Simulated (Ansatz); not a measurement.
One change: `CO[SiH](C)N` becomes `C[SiH](N)O[SiH3]`.

Ansatz, PBE0-D4/def2-TZVP geometries, multiplicity 1. Each molecule was computed in one conformer, which needn't be the lowest.

```json
{"property": "HOMO energy (ωB97M-V/def2-TZVPP) / eV", "`CO[SiH](C)N`": "-9.82"}
{"property": "size of the dipole moment (PBE/def2-TZVPP) / D", "`CO[SiH](C)N`": "2.04"}
{"property": "LUMO energy (ωB97M-V/def2-TZVPP) / eV", "`CO[SiH](C)N`": "2.26"}
{"property": "HOMO–LUMO gap (ωB97M-V/def2-TZVPP) / eV", "`CO[SiH](C)N`": "12.08"}
{"property": "size of the dipole moment (ωB97M-V/def2-TZVPP) / D", "`CO[SiH](C)N`": "2.11"}
{"property": "HOMO–LUMO gap (PBE/def2-TZVPP) / eV", "`CO[SiH](C)N`": "6.00"}
```

Question: Give the same properties after the change, and the shifts. (Estimate.)

Answer: Ansatz gave: 
```csv
property,`C[SiH](N)O[SiH3]`,shift
HOMO energy (ωB97M-V/def2-TZVPP) / eV,-10.08,-0.26
size of the dipole moment (PBE/def2-TZVPP) / D,1.48,-0.56
LUMO energy (ωB97M-V/def2-TZVPP) / eV,1.91,-0.35
HOMO–LUMO gap (ωB97M-V/def2-TZVPP) / eV,12.00,-0.08
size of the dipole moment (ωB97M-V/def2-TZVPP) / D,1.45,-0.66
HOMO–LUMO gap (PBE/def2-TZVPP) / eV,5.72,-0.28
```

With PBE0 the HOMO falls by 0.24 eV and the LUMO falls by 0.51 eV, so the gap narrows by about 0.27 eV. PBE moves the HOMO by -0.25 eV and ωB97M-V by -0.26 eV. Dipoles are sizes alone; their direction can turn.
